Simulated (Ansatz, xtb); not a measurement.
## Ligand exchange: CH4 + C2H2FI → HI + C3H5F

Gas-phase species: CH4 (methane) `C`, singlet; C2H2FI `F/C=C/I`, singlet; HI (hydrogen iodide), singlet; C3H5F `C/C=C/F`, singlet. The partners trade CH3 for I: H–CH3 and C–I bonds give way to H–I and C–CH3.

Shapes, held fixed at every level: PBE0-D4/def2-TZVP. Programs: Ansatz 0.2.0, xtb 6.7.1. The zero-point and thermal change to 298 K, harmonic and unscaled (PBE0-D4/def2-TZVP), is -4.3 kJ/mol.

```
               level                   kind  ΔH(298 K) (kJ/mol)  less CCSD(T)/def2-TZVPP
            GFN2-xTB         semi-empirical               -49.0                    -31.2
       HF/def2-TZVPP           Hartree–Fock               -30.2                    -12.4
    SPW92/def2-TZVPP                    LDA               -25.3                     -7.5
   PBE-D4/def2-TZVPP                    GGA               -14.0                     +3.8
r2SCAN-D4/def2-TZVPP               meta-GGA               -16.5                     +1.3
 B3LYP-D4/def2-TZVPP          global hybrid               -16.0                     +1.8
      MP2/def2-TZVPP    perturbation theory               -11.5                     +6.3
  CCSD(T)/def2-TZVPP  coupled cluster or CI               -17.8                      0.0
```

The highest level, CCSD(T)/def2-TZVPP, gives ΔH(298 K) = -17.8 kJ/mol; the levels span -49.0 to -11.5. The column of differences is taken from that level and isn't an error. No measured value is set beside it here. For atoms past krypton def2 sets carry core potentials with scalar relativity. Outer-core shells of I are correlated, in sets that cover them unevenly.
